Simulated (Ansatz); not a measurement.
`c1cc2ncc3ccc4nccc(c2c1)c34` with charge -1. The state is a doublet with charge -1. Geometry PBE0-D4/def2-SVP; atoms count from 1.

Cartesian coordinates in Å:
```
C 2.552 2.225 1.419
C 3.030 0.935 1.214
C 1.987 0.142 0.666
N 2.201 -1.155 0.375
C 1.327 -1.998 -0.134
C -0.016 -1.817 -0.507
C -0.876 -2.834 -1.059
C -2.124 -2.311 -1.308
C -2.111 -0.918 -0.919
N -3.111 -0.036 -0.991
C -2.809 1.192 -0.556
C -1.571 1.590 -0.056
C -0.495 0.672 0.030
C 0.806 1.026 0.537
C 1.195 2.280 1.006
C -0.802 -0.620 -0.424
H 3.118 3.064 1.829
H 4.027 0.546 1.420
H 1.718 -3.017 -0.292
H -0.558 -3.862 -1.243
H -2.990 -2.827 -1.723
H -3.619 1.932 -0.607
H -1.438 2.623 0.271
H 0.559 3.166 1.051
```

**Question.** Estimate the Mulliken populations from the PBE0/def2-SVP orbitals of Ansatz.

**Answer.** 
```tsv
atom	charge (e)	spin (α − β)
C1	-0.02	0.19
C2	-0.06	-0.07
C3	0.00	0.18
N4	-0.16	0.12
C5	0.00	-0.04
C6	-0.04	0.22
C7	-0.05	-0.02
C8	-0.05	0.15
C9	-0.01	0.07
N10	-0.18	0.07
C11	0.04	-0.01
C12	-0.12	0.12
C13	0.13	-0.04
C14	-0.04	0.14
C15	-0.11	-0.01
C16	-0.06	-0.04
H17	-0.04	-0.01
H18	-0.05	0.00
H19	-0.03	0.00
H20	-0.03	0.00
H21	-0.04	-0.01
H22	-0.02	0.00
H23	-0.03	-0.01
H24	-0.04	0.00
```
Mulliken values and Mayer orders depend strongly on the basis.

**Question.** Where does the spin sit?

**Answer.** Summed by element: C 0.83, N 0.19, H -0.02, of 1 unpaired in all. Largest on single atoms: C6 0.22, C1 0.19, C3 0.18.

**Question.** And the Mayer bond orders between bonded heavy atoms (over 0.3)?

**Answer.** C1–C2 1.39 (1.39 Å); C1–C15 1.25 (1.42 Å); C2–C3 1.30 (1.42 Å); C3–N4 1.40 (1.35 Å); C3–C14 1.10 (1.48 Å); N4–C5 1.59 (1.32 Å); C5–C6 1.30 (1.40 Å); C6–C7 1.18 (1.44 Å); C6–C16 1.16 (1.44 Å); C7–C8 1.50 (1.38 Å); C8–C9 1.16 (1.45 Å); C9–N10 1.48 (1.33 Å); C9–C16 1.23 (1.43 Å); N10–C11 1.49 (1.34 Å); C11–C12 1.42 (1.39 Å); C12–C13 1.31 (1.42 Å); C13–C14 1.14 (1.44 Å); C13–C16 1.33 (1.40 Å); C14–C15 1.46 (1.39 Å).
